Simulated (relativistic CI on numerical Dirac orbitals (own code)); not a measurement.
## Slater and spin-orbit integrals, Hg¹⁸⁺

These numbers are calculated, not measured: Dirac-Coulomb-Breit CI, orbitals from a KLI potential per configuration, a model potential for QED, unscaled Slater integrals (own radial code, finite nucleus).

Slater integrals F^k, G^k are unscaled and averaged over j, outside the closed core [Kr] 4d10; ζ comes from projecting the Hamiltonian with its Breit term on Σ l·s of the shell.

- 4f¹⁴5s5p: G^1(5s,5p) = 155160, ζ(5p) = 138090 cm⁻¹; <r>(5s) = 0.8195, <r^2>(5s) = 0.7475, <r>(5p) = 0.8884, <r^2>(5p) = 0.881 (bohr units).
- 4f¹³5s²5p: ζ(4f) = 9542.3, F^2(4f,5p) = 90704, G^2(4f,5p) = 31476, G^4(4f,5p) = 28215, ζ(5p) = 141740 cm⁻¹; <r>(4f) = 0.4543, <r^2>(4f) = 0.243, <r>(5p) = 0.8833, <r^2>(5p) = 0.8708 (bohr units).
- 4f¹⁴5s5d: G^2(5s,5d) = 100090, ζ(5d) = 14567 cm⁻¹; <r>(5s) = 0.8191, <r^2>(5s) = 0.7469, <r>(5d) = 0.995, <r^2>(5d) = 1.11 (bohr units).

In this model ζ of a weakly bound d, f or g electron outside closed shells comes out too small, for d by up to a factor of two or three and at times with the wrong sign; that of an outer p electron is too small as well.

Averages of the first 10 configurations, taken without configuration mixing, which lowers the lowest level and can move excited configurations by several eV; other configurations of the list can lie among them:

```tsv
Configuration	Parity	States	Average energy above the lowest level (eV)
4f¹⁴5s²	even	1	1.1
4f¹⁴5s5p	odd	12	58.6
4f¹³5s²5p	even	84	75.2
4f¹⁴5s5d	even	20	139.8
4f¹⁴5s5f	odd	28	221.8
4f¹³5s²5d	odd	140	159.1
4f¹⁴5p5d	odd	60	200.6
4f¹⁴5s5g	even	36	283.7
4f¹⁴5p²	even	15	121.5
4f¹³5p³	even	280	201.3
```
